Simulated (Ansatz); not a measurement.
Species: RbF, charge -1, multiplicity 2. 
Coordinates optimised at B3LYP-D3(BJ)/def2-TZVP (Ansatz, a program for electronic structure):
```
Rb
F 1 2.4501
```
Charge -1, spin multiplicity 2.

Parts of the frozen-core correlation energy in def2-SVP (Ansatz, hartree). Frozen orbitals: 5; correlated occupied orbitals by spin: 5 and 4; virtual: 28 and 29. Open shells are spin-unrestricted. Spin-orbit coupling is left out. Past Kr the def2 sets carry scalar-relativistic core potentials.

| term | value |
|---|---|
| reference (HF) | -123.18856 |
| MP2 opposite-spin | -0.14499 |
| MP2 same-spin | -0.05619 |
| CCSD correlation | -0.20234 |
| (T) | -0.00189 |
| CCSDT minus CCSD(T) | -0.00016 |
| CCSDT(Q) minus CCSD(T) | -0.00070 |
| T1 diagnostic | 0.020 |
| largest doubles amplitude | 0.045 |
| <S^2> of the reference | 0.750 |
